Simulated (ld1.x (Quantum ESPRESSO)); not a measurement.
**Logarithmic derivatives: carbon (C), RRKJ**

- Element: C (Z = 6)
- Generator: ld1.x (Quantum ESPRESSO) 7.5
- Type: norm-conserving RRKJ (Kleinman–Bylander form)
- Functional: PW91
- Relativity: non-relativistic
- Frozen core: [He]
- Valence charge: 4
- Reference configuration: 2s2 2p1.5 (charge +0.5)
- Partial waves: 2s (bound): rc 1.10 bohr; 2p (bound): rc 1.70 bohr
- Local potential: all-electron potential smoothed inside 1.50 bohr (lloc = -1)
- Core correction: none

The phase is arctan(r·u′/u) with u = r·R(r), unwrapped; energies in Ry, scanned from -3 to 5 Ry. A pole is an energy at which the radial function vanishes at the test radius. The pseudo phase is shifted by a multiple of π to meet the all-electron one at the reference energy, and phase errors are pseudo minus all-electron; the curves can meet again beyond the range given. Levels narrower than the energy grid can be missing from the lists of poles.

| channel | radius (bohr) | reference energy (Ry) | poles, all-electron | poles, pseudo | unbroken range about the reference energy with phases within 0.05 rad | phase error 1 Ry above the reference energy (rad) |
| --- | --- | --- | --- | --- | --- | --- |
| s | 1.85 | -1.43 | 0.12 | 0.12 | below 4.5 | -0.000 |
| p | 1.85 | -0.79 | 0.51 | 0.54 | below 2.9 | +0.004 |

Phases in the p channel:

| E (Ry) | all-electron | pseudo |
| --- | --- | --- |
| -3.00 | 1.169 | 1.170 |
| -2.52 | 1.097 | 1.098 |
| -2.04 | 0.971 | 0.973 |
| -1.56 | 0.695 | 0.697 |
| -1.08 | -0.054 | -0.053 |
| -0.60 | -0.991 | -0.990 |
| -0.12 | -1.369 | -1.367 |
| 0.36 | -1.535 | -1.530 |
| 0.84 | -1.633 | -1.627 |
| 1.32 | -1.708 | -1.698 |
| 1.80 | -1.776 | -1.760 |
| 2.28 | -1.849 | -1.824 |
| 2.76 | -1.940 | -1.898 |
| 3.24 | -2.070 | -1.995 |
| 3.72 | -2.287 | -2.136 |
| 4.20 | -2.692 | -2.370 |
| 4.68 | -3.340 | -2.780 |
